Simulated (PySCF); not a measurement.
## Mayer bond orders and bond lengths

C4H10F2SSi.
SMILES with atom numbers: `[CH3:1][SiH:2]([CH3:3])[S:4][CH2:5][CH:6]([F:7])[F:8]` (hydrogens: H9, H10, H11 on C1; H12 on Si2; H13, H14, H15 on C3; H16, H17 on C5; H18 on C6)

Geometry (GFN2-xTB, Å), atoms numbered from 1 in this order:
```
atom  x, y, z in Å
C1    -1.0499    1.5701   -0.3356
Si2   -0.9680   -0.2508    0.1960
C3    -2.6312   -1.1298   -0.0176
S4     0.3644   -1.3334   -1.1549
C5     1.7783   -0.2012   -1.3089
C6     2.6102   -0.1740   -0.0431
F7     2.0381    0.6104    0.9056
F8     3.8272    0.3750   -0.2845
H9    -0.1306    2.0973   -0.0975
H10   -1.2332    1.6710   -1.4034
H11   -1.8559    2.0777    0.1850
H12   -0.4286   -0.4131    1.5461
H13   -3.0433   -0.9687   -1.0095
H14   -2.5281   -2.2011    0.1227
H15   -3.3514   -0.7656    0.7074
H16    1.4320    0.8013   -1.5551
H17    2.3948   -0.5865   -2.1203
H18    2.7663   -1.1722    0.3911
```

Bond orders from the PBE0/pcSseg-1 density (PySCF). One conformer (not necessarily the lowest) at the GFN2-xTB geometry, without solvent, vibrations or thermal averaging.

Q: How far do the computed orders between heavy atoms stray from the drawn ones?

A: The largest departure is 0.086, at Si2–S4 (drawn single, 0.914).

Q: Give the Mayer order of every bond between heavy atoms, beside its length.

A: 
| bond | drawn as | length (Å) | Mayer order |
| --- | --- | --- | --- |
| C1–Si2 | single | 1.899 | 0.954 |
| Si2–C3 | single | 1.893 | 0.964 |
| Si2–S4 | single | 2.185 | 0.914 |
| S4–C5 | single | 1.818 | 1.025 |
| C5–C6 | single | 1.515 | 0.979 |
| C6–F7 | single | 1.357 | 0.934 |
| C6–F8 | single | 1.357 | 0.952 |

Q: And the bonds to hydrogen?

A: C–H: 0.92 to 0.96 (9 bonds); H–Si: 0.93 (1 bond).

Q: Sum the orders of all bonds at each heavy atom with more than one neighbour and set the sums beside the valence in the SMILES.

A: C1 3.812 (drawn 4), Si2 3.758 (drawn 4), C3 3.829 (drawn 4), S4 1.939 (drawn 2), C5 3.854 (drawn 4), C6 3.816 (drawn 4). Orders between atoms that aren't bonded are not in these sums.

Mayer orders depend on the basis set.
